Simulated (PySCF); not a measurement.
## From a computed spectrum to the compound

A species of 3 atoms with charge 3 has these harmonic modes (PBE0, small Gaussian bases with core potentials, PySCF 2.14.0):

```json
{"cm⁻¹": "258", "km/mol": "6.8", "symmetry": "π"}
{"cm⁻¹": "258", "km/mol": "6.8", "symmetry": "π"}
{"cm⁻¹": "293", "km/mol": "27.8", "symmetry": "σ+"}
{"cm⁻¹": "2441", "km/mol": "299.8", "symmetry": "σ+"}
```

(1) Which species is it, and in which structure?

Answers

(1) [Eu(N2)]3+ (singlet in the valence; each metal's 4f electrons, 6 of them, lie in its core potential, out of spins and levels):
```xyz
3

Eu    0.0000    0.0000   -0.4608
N     0.0000    0.0000    1.9627
N     0.0000    0.0000    3.0695
```
Ideal gas at 298.15 K and 1 bar: S = 283.9 J/(mol K), Cp = 50.8 J/(mol K), H − H(0 K) = 12.3 kJ/mol (rigid rotor, harmonic modes, spin degeneracy alone, that of the 4f electrons in the core included). An lcecp potential fixes the number of 4f electrons, so in runs with it no electron can move into or out of that shell.
 This is one of several that fit.
